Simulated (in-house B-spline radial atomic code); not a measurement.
**Response and correlation of Si III (Si2+)**

Closed shell [Ne] 3s2. Computed with an all-electron radial atomic-structure program (B-spline basis): Dirac-Hartree-Fock, relativistic RPA (time-dependent Dirac-Hartree-Fock) for the response and second-order many-body perturbation theory for correlation, no-pair Dirac-Coulomb Hamiltonian, finite nucleus.

Command:
```bash
python run_mb.py task.json out
```
Settings (nuclear radius in fm, box in bohr, cutoff in hartree):
```
basis_form          2
Z                   14
core_configuration  [Ne] 3s2
rms_radius          3.1224
mass_number         28
speed_of_light      137.036
box_radius          18.686
lmax                7
intervals           66
virtual_cutoff      4900.0
```

Run time, properties included: 1.4 s on 1 thread of Arm Neoverse V2, on a shared host.

| multipole (bohr³, bohr⁵, bohr⁷) | uncoupled | coupled RPA |
| --- | --- | --- |
| dipole | 9.6809 | 12.479 |
| quadrupole | 26.173 | ? |
| octupole | 152.96 | 192.05 |

(1) What is the coupled quadrupole polarisability?

(2) Which subshells carry the dipole polarisability?

(3) What does the dipole shielding factor come to?

Dipole polarisability at imaginary frequency:

```
u (Eh)  α(iu) (bohr³)
     0          12.48
 0.104          11.58
  0.26           8.41
  0.52          4.329
 0.779          2.467
  1.04          1.583
  1.56         0.8419
  2.08         0.5481
   2.6            0.4
  3.64         0.2556
   5.2         0.1613
  7.79        0.09362
  10.4        0.06145
  15.6        0.03234
    26        0.01341
    52       0.003754
```

(4) What dispersion coefficients follow for two such ions (the dispersion part alone)?

Lowest J = 1 odd-parity excitations:

```
energy (eV)  oscillator strength  leading channel  weight
     4.6785                1e-05     3s1/2 → p1/2   0.671
     10.014                 1.65     3s1/2 → p3/2   0.669
     20.618             1.44e-05     3s1/2 → p1/2   0.679
     21.116               0.0118     3s1/2 → p3/2   0.679
     25.508             9.29e-06     3s1/2 → p1/2   0.682
     25.684               0.0116     3s1/2 → p3/2   0.682
     28.192             8.83e-06     3s1/2 → p1/2   0.684
     28.321               0.0115     3s1/2 → p3/2   0.684
```

For an outer ns² shell RPA puts the lowest triplet far too low, and second order misses the ns²-np² near-degeneracy.

Second-order correlation energy by the highest angular momentum of the excited pair (hartree): s -0.01951, p -0.1743, d -0.1753, f -0.04776, g -0.01837, h -0.007108, i -0.003301, k -0.001736.

(5) What is the second-order correlation energy at the partial-wave limit?

Results:

(1) 35.656 atomic units, +36 % against the uncoupled value.

(2) 3s1/2 100.6 %, 2p3/2 -0.4 %, 2p1/2 -0.2 %.

(3) The dipole shielding factor is 0.857, against the exact N/Z = 12/14 = 0.857 of the non-relativistic theorem.

(4) C6 = (3/π)∫α(iu)²du = 44.54 hartree·bohr⁶ and C8 = 820.6 hartree·bohr⁸.

(5) The listed waves sum to -0.44745 hartree; extrapolating the increments as (l + 1/2)⁻⁴ gives -0.451 hartree, -1.02 eV per electron.
